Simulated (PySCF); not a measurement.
## Tc²⁺: interval between two levels

Tc²⁺ [Kr] 4d5 [6S5/2, M_J = 5/2] → Tc²⁺ [Kr] 4d4 5s1 [6D9/2, M_J = 9/2], as a difference of total energies. Computed with PySCF 2.14 in x2c-TZVPall-2c (8s9p7d1f, 77 functions), with the two-component X2C-1e Hamiltonian. Correlated levels: [Ar] 3d10 frozen; the 6 highest virtual spinors dropped. "Screened" scales the spin-orbit matrix elements by Boettger's factors to mimic the two-electron term; Breit and QED terms are absent.

```json
{"method": "GHF (spin-free)", "interval between two levels (cm⁻¹)": "47333"}
{"method": "GMP2 (spin-free)", "interval between two levels (cm⁻¹)": "45889"}
{"method": "GHF (screened spin-orbit)", "interval between two levels (cm⁻¹)": "48286"}
{"method": "GMP2 (screened spin-orbit)", "interval between two levels (cm⁻¹)": "46884"}
```

The labels give the starting determinants; with spin-orbit coupling the two ends relaxed to ⟨J²⟩ = 8.75, ⟨L²⟩ = 0.02, ⟨S²⟩ = 8.74 and ⟨J²⟩ = 24.76, ⟨L²⟩ = 6.06, ⟨S²⟩ = 8.73.
